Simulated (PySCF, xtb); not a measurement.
C3H5FOSi, SMILES F[SiH2]C1=COC1.

GFN2-xTB run with xtb at its own geometry gives an orbital gap of 4.19 eV and a dipole moment of 2.14 D.

Geometry: B3LYP-D3(BJ)/def2-SVP. The structure was generated by enumeration, and PubChem lists no compound with its InChIKey, so it may never have been made. The values are those of a single conformer.

Q: What does PBE/def2-TZVP run with PySCF give? (An estimate is asked for; the answer gives what the named calculation found.)

A: gap 4.55 eV (levels -5.81 and -1.26 eV), dipole 1.68 D.
